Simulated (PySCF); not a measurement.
A side-by-side comparison of computed properties.

First species: C₈H₇P.
InChI=1S/C8H7P/c1-2-4-8(5-3-1)9-6-7-9/h1-7H

Second species: cyclopentanone, C5H8O.
InChI=1S/C5H8O/c6-5-3-1-2-4-5/h1-4H2

Levels: CAM-B3LYP/def2-SVPD for HOMO energy, LUMO energy, HOMO–LUMO gap and static isotropic polarisability; TDDFT CAM-B3LYP/def2-SVPD for lowest singlet excitation; TDA CAM-B3LYP/def2-SVPD for lowest triplet excitation (Tamm–Dancoff). Geometries: GFN2-xTB. Each structure is a single optimised conformer of the isolated species, non-relativistic unless stated; the electronic structure was computed with PySCF and density fitting.

Dipoles, sizes and rotational constants follow the conformer. The torsions of the flexible species, by atom-mapped SMILES:
- `[CH:1]1=[CH:2][P:3]1[c:4]1[cH:5][cH:6][cH:7][cH:8][cH:9]1`: C2–P3–C4–C5 39°

The conformers of `O=C1CCCC1` aren't listed.

Question: Which of the two has the higher HOMO–LUMO gap, and by how much?

Answer: The second: 9.14 eV against 8.41 eV, a difference of 0.73 eV.

Question: Which has the higher static isotropic polarisability?

Answer: The first: 111.1 au against 58.5 au, a difference of 52.6 au.

Question: Which of the two has the higher HOMO energy, and by how much?

Answer: The first: -8.09 eV against -8.54 eV, a difference of 0.45 eV.

Question: Which of the two has the higher S1 energy, and by how much?

Answer: The first: 5.11 eV against 4.31 eV, a difference of 0.80 eV.

Question: Which has the higher LUMO energy?

Answer: The second: 0.60 eV against 0.32 eV, a difference of 0.28 eV.

Question: Which of the two has the higher T1 energy, and by how much?

Answer: The first: 3.99 eV against 3.79 eV, a difference of 0.20 eV.

On the first: The polarisability is 16.46 Å³ as a volume (1 au = 0.148185 Å³), or 1.59 au for each of the 70 electrons. The principal polarisabilities are 76.0, 111.0 and 146.2 au; their mean is the isotropic value.

On the second: No computed singlet falls in the visible range (750 to 380 nm, 1.65 to 3.26 eV); S1 lies 1.05 eV above its blue end. The 8 singlets span 4.31 to 8.56 eV, and their oscillator strengths add up to 0.20.
